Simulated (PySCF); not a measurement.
NICS in isomers of C5H9N2P.

Probes without a nucleus sit at each ring's centroid and 1 Å off its mean plane on both sides; NICS is minus the shielding there, NICSzz its component along the normal. Level: GIAO PBE0/pcSseg-1 (PySCF, non-relativistic, gas phase) on the GFN2-xTB geometries, one conformer each. Atom numbers follow the mapped SMILES.

**Question.** Order these rings by mean NICS(1)zz, lowest (most negative) first (ppm).
A. ring N3–C4–P5–C6–N8 in `[CH3:1][CH2:2][n:3]1[cH:4][p:5][c:6]([CH3:7])[n:8]1`
B. ring N4–C5–P6–C7–N8 in `[CH3:1][CH2:2][CH2:3][n:4]1[cH:5][p:6][cH:7][n:8]1`
C. ring C2–N3–N4–C6–P8 in `[CH3:1][c:2]1[n:3][n:4]([CH3:5])[c:6]([CH3:7])[p:8]1`
D. ring P3–C5–C6–C7–C8 in `[CH3:1][NH:2][P:3]1(=[NH:4])[CH:5]=[CH:6][CH:7]=[CH:8]1`

**Answer.** B (-31.4), A (-28.2), C (-25.6), D (2.1).

```tsv
SMILES	ring	NICS(0)	NICS(1)	NICS(1)zz	HOMA	rms pucker (Å)	ring atoms with four or more neighbours
CCCn1cpcn1	5-membered ring with 2 N and P; formal bonds all aromatic	-13.3	-12.8	-31.4	0.88	0.00	0
CCn1cpc(C)n1	5-membered ring with 2 N and P; formal bonds all aromatic	-12.2	-12.0	-28.2	0.83	0.00	0
Cc1nn(C)c(C)p1	5-membered ring with 2 N and P; formal bonds all aromatic	-10.9	-11.4	-25.6	0.82	0.00	0
CNP1(=N)C=CC=C1	5-membered ring with P; formal bonds 2 double, 3 single	1.0	-1.7	2.1	–	0.03	1
```

NICS(0) gives the same order. The isotropic NICS(1) gives the same order. HOMA uses Krygowski's 1993 parameters; it is left out where a ring has a four-coordinate atom, a triple bond, no multiple bond or a kind of bond without parameters. NICS(1) and NICS(1)zz are means over the two faces.
